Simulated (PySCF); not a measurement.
**Question.** What does the PBE0-D3(BJ)/def2-SVP structure of p-bromotoluene, `Cc1ccc(Br)cc1` look like in three dimensions?

**Answer.** 
```
atom  x, y, z in Å
C1    -2.0767   -0.2709    0.2101
C2    -0.5817   -0.1635    0.1327
C3     0.2307   -1.2987    0.2319
C4     1.6170   -1.2120    0.1311
C5     2.2097    0.0324   -0.0708
Br6    4.0887    0.1622   -0.2046
C7     1.4284    1.1817   -0.1704
C8     0.0440    1.0726   -0.0668
H9    -2.3883   -1.1358    0.8132
H10   -2.5150   -0.3965   -0.7942
H11   -2.5237    0.6324    0.6500
H12   -0.2288   -2.2777    0.3940
H13    2.2367   -2.1066    0.2125
H14    1.9001    2.1538   -0.3236
H15   -0.5648    1.9779   -0.1415
```

Any rigid rotation of these coordinates is as good. Atoms count from 1 in this order. The 8 heavy atoms lie in one plane (0.008 Å rms). Of the pairs four or more bonds apart, H9···H12 is among the closest relative to their van der Waals radii: 2.48 Å, 103 % of the sum of Bondi's values. The C–C distances run from 1.392 Å (C7–C8, aromatic) to 1.501 Å (C1–C2, drawn single), a spread of 0.109 Å. The 6-membered ring C2–C3–C4–C5–C7–C8 has internal angles of 117.8° to 121.6°; it is planar, 0.00 Å rms from its mean plane, widest ring torsion 0°.

Bonds between heavy atoms (Å): C1–C2 1.501, C2–C3 1.400, C3–C4 1.393, C4–C5 1.393, C5–Br6 1.888, C5–C7 1.393, C7–C8 1.392, C2–C8 1.400.

Method used: PBE0-D3(BJ)/def2-SVP geometry optimisation, gas phase in PySCF 2.14.0.

PBE0-D3(BJ)/def2-SVP frequencies: not computed here.
